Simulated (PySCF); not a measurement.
From one molecule to another.

First species: C7H9Cl.
Geometry (GFN2-xTB, Å), atoms numbered from 1 in this order:
```
atom  x, y, z in Å
C1     2.0588   -0.4058    0.3395
C2     0.5896   -0.1887    0.6506
C3    -0.3750   -0.8900   -0.3300
C4    -1.7640   -0.5412    0.2261
C5    -1.4533    0.8779   -0.2085
C6    -0.4202    0.4021   -1.1949
C7     0.0279    1.0916    0.0579
Cl8    0.7124    2.6755    0.2439
H9     2.6707    0.2975    0.8998
H10    2.3536   -1.4166    0.6126
H11    2.2467   -0.2584   -0.7214
H12    0.3968   -0.3533    1.7143
H13   -0.1454   -1.8841   -0.6945
H14   -2.5736   -0.9747   -0.3572
H15   -1.9305   -0.7268    1.2872
H16   -2.1382    1.7031   -0.3004
H17   -0.2634    0.6041   -2.2351
```

Second species: C5H5FP (charge +1).
SMILES: `C(#C)C[P@H+]1C=C1F`

Levels: wB97X-D/def2-SVPD for HOMO energy, LUMO energy, HOMO–LUMO gap, static isotropic polarisability and electronic spatial extent ⟨r²⟩ about the centre of nuclear charge; TDDFT wB97X-D/def2-SVPD for lowest singlet excitation; TDA wB97X-D/def2-SVPD for lowest triplet excitation (Tamm–Dancoff); GFN2-xTB for rotational constant A and rotational constant C. Geometries: GFN2-xTB. Each species is one conformer at its optimised geometry, gas phase, non-relativistic unless stated. Electronic properties by PySCF.

Dipoles, sizes and rotational constants follow the conformer. The torsions of the flexible species, by atom-mapped SMILES:
- `[CH:1]#[C:2][CH2:3][P@H+:4]1[CH:5]=[C:6]1[F:7]`: C2–C3–P4–C5 -32°

```json
{"property": "HOMO energy", "column X": "-14.36 eV", "column Y": "-9.10 eV"}
{"property": "LUMO energy", "column X": "-4.40 eV", "column Y": "2.41 eV"}
{"property": "HOMO–LUMO gap", "column X": "9.96 eV", "column Y": "11.51 eV"}
{"property": "lowest singlet excitation", "column X": "5.97 eV", "column Y": "7.02 eV"}
{"property": "lowest triplet excitation (Tamm–Dancoff)", "column X": "5.13 eV", "column Y": "6.47 eV"}
{"property": "static isotropic polarisability", "column X": "70.9 au", "column Y": "85.6 au"}
{"property": "electronic spatial extent ⟨r²⟩ about the centre of nuclear charge", "column X": "899 bohr²", "column Y": "1022 bohr²"}
{"property": "rotational constant A", "column X": "3.137 GHz", "column Y": "2.709 GHz"}
{"property": "rotational constant C", "column X": "1.288 GHz", "column Y": "1.235 GHz"}
```

Question: Which column belongs to which species?

Answer: Column X is the second species and column Y the first. The first has 17 atoms and 68 electrons, the second 12 and 58; their charges are 0 and +1, their HOMO energies -9.10 eV and -14.36 eV.

Question: How does each property change from the first species to the second?

Answer: HOMO energy -5.26 eV; LUMO energy -6.81 eV; HOMO–LUMO gap -1.55 eV; lowest singlet excitation -1.05 eV; lowest triplet excitation (Tamm–Dancoff) -1.34 eV; static isotropic polarisability -14.7 au; electronic spatial extent ⟨r²⟩ about the centre of nuclear charge -123 bohr²; rotational constant A +0.428 GHz; rotational constant C +0.053 GHz.

On the first: The principal polarisabilities are 74.4, 86.4 and 95.8 au; their mean is the isotropic value. No computed singlet falls in the visible range (750 to 380 nm, 1.65 to 3.26 eV); S1 lies 3.76 eV above its blue end.

On the second: No computed singlet falls in the visible range (750 to 380 nm, 1.65 to 3.26 eV); S1 lies 2.71 eV above its blue end. The polarisability is 10.50 Å³ as a volume (1 au = 0.148185 Å³), or 1.22 au for each of the 58 electrons.
